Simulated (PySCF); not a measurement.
C₆H₃ClN (charge -1).
Atom-mapped SMILES: `[N:1]#[C:2][c-:3]1[cH:4][cH:5][c:6]([Cl:7])[cH:8]1` (hydrogens: H9 on C4; H10 on C5; H11 on C8)

Structure used (GFN2-xTB), in Å, numbered top down from 1:
```xyz
11
C6H3ClN angstrom
N      3.3749   -0.3597   -0.3588
C      2.2292   -0.2298   -0.2383
C      0.8652   -0.0697   -0.0955
C      0.1588    1.1539   -0.1326
C     -1.1839    0.8870    0.0492
C     -1.3057   -0.5009    0.1978
Cl    -2.8168   -1.3345    0.4518
C     -0.0731   -1.1082    0.1140
H      0.6041    2.1251   -0.2792
H     -1.9925    1.5987    0.0742
H      0.1452   -2.1594    0.1915
```

The geometry is computed with GFN2-xTB (gas phase).

Take the most abundant isotopes and a rigid rotor. 

Task: Give the principal moments of inertia and the rotational constants in MHz.

Result: Ia = 84.52, Ib = 558.09, Ic = 642.61 u·Å²; 505379 MHz·u·Å²/I gives A = 5980, B = 905.5, C = 786.4 MHz.

Task: Classify the top.

Result: A near-prolate asymmetric top. Ray's parameter κ = (2B − A − C)/(A − C) = -0.954; −1 is the prolate and +1 the oblate limit.

Task: What does the inertial defect say?

Result: Planar: Δ = Ic − Ia − Ib = 0.00 u·Å². For a rigid frame Δ = −2 Σ m c², so it vanishes when all atoms lie in the ab plane; here none is more than 0.01 Å from it.

Task: Where do the levels up to J = 2 lie, in MHz?

Result: Above 0(0,0):
J = 1: 1(0,1) 1692, 1(1,1) 6766, 1(1,0) 6885
J = 2: 2(0,2) 5074, 2(1,2) 10031, 2(1,1) 10388, 2(2,1) 25610, 2(2,0) 25612
Those of J = 1 are B + C, A + C and A + B.

No frequency check. Constants of a rigid frame at the computed geometry: no zero-point averaging, no centrifugal distortion.
